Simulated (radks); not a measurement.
The numbers below are computed, except where a source is named.
Charge is removed step by step from the 5s down level of neutral antimony, starting from [Kr] 4d10 5s(up 1, down 1) 5p3. Level of theory: scalar-relativistic Kohn-Sham, PBEsol, spin-polarised, spherical densities, finite nucleus; open shells are filled with parallel spins first (spin-orbit coupling, left out, can overturn this in heavy ions); Fermi nuclear charge, rms radius 4.6802 fm (a radial shooting solver on a logarithmic mesh with Libxc functionals).

removed (e)  E - E(0) (eV)  eigenvalue (eV)  E minus straight line (eV)
0                    0.000          -11.608                       0.000
0.1                  1.197          -12.334                      -0.343
0.2                  2.467          -13.072                      -0.613
0.3                  3.811          -13.822                      -0.808
0.4                  5.231          -14.582                      -0.928
0.5                  6.728          -15.354                      -0.972
0.6                  8.302          -16.137                      -0.937
0.7                  9.955          -16.933                      -0.824
0.8                 11.689          -17.742                      -0.630
0.9                 13.503          -18.559                      -0.355
1                   15.399          -19.331                       0.000

Removing the whole electron costs 15.399 eV by Delta-SCF, against 11.608 eV from minus the eigenvalue at the starting occupation. Slater's transition state (half an electron removed) gives 15.354 eV. Integrating minus the eigenvalue over the occupation (Janak's theorem) gives 15.400 eV. In this scalar-relativistic scheme the density is built from large components alone, so the theorem holds only approximately. The mean slope of the eigenvalue, de/dn, is 7.72 eV per electron.
